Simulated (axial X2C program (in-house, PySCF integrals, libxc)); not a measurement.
# Low determinants of Ga₂ at the PBE0 level, two-component

All values were computed with an axial X2C code built on PySCF integrals. Two-component (2c) means X2C with spin–orbit coupling and atomic mean-field two-electron Coulomb and Gaunt terms. Basis: Ga dyall-cv3z [9s9p7d4f1g] (cores contracted in-house); Gaussian nuclei, density fitting, unrestricted open shells. Masses: Ga 68.926 u.

Search at 2.480 Å (vertical energies from the lowest determinant):

```tsv
ΔE (eV)	state	electrons beyond evenly filled partner blocks	electrons in ±ω = 1/2, 3/2, 5/2, 7/2
0.00	Ω = 1	ω = -1/2, ω = 3/2	41 17 4 0
0.05	Ω = 2	ω = 1/2, ω = 3/2	41 17 4 0
0.15	Ω = 1	2 × ω = 1/2	42 16 4 0
0.61	Ω = 0	none	40 18 4 0
0.88	Ω = 0	none	42 16 4 0
2.18	Ω = 3	2 × ω = 3/2	40 18 4 0
3.83	Ω = 0	3 × ω = 1/2, ω = -3/2	41 17 4 0
```

Lowest determinant, Ω = 1 (⟨Sz⟩ = 1.00, ⟨Lz⟩ = 0.00 at PBE0): Re = 2.433 Å, ωe = 212.1 cm⁻¹.

The determinant in row 2 of the search, Ω = 2 (⟨Sz⟩ = 1.00, ⟨Lz⟩ = 1.00 at PBE0), was followed along the bond at PBE0; measured from the minimum of the lowest determinant it gives:

Te = -0.043 eV (-349 cm⁻¹), Re = 2.694 Å, ωe = 163.7 cm⁻¹.

(1) Compare the bond of the determinant in row 2 with that of the lowest one.

The search compares states at one distance, so a state with another bond length can lie lower; it is not exhaustive and yields mostly the lowest determinant of each block pattern, so other components and higher states of one pattern are missing. These are energies of single determinants, not of spin-adapted states; PBE0 term energies can be off by some tenths of an eV, and the functional has no current term. Open-shell Ω = 0 determinants with evenly filled partner blocks cannot be reached by this program, so the Ω shown need not be the lowest component. The lowest determinant need not be the ground state where others lie within half an eV.

## Answers

(1) At PBE0 its Re is 0.261 Å longer and its force constant, which goes as ωe², is 0.60 times that of the lowest determinant. T0 ≈ Te + Δωe/2 = -349 + (-24) = -373 cm⁻¹.
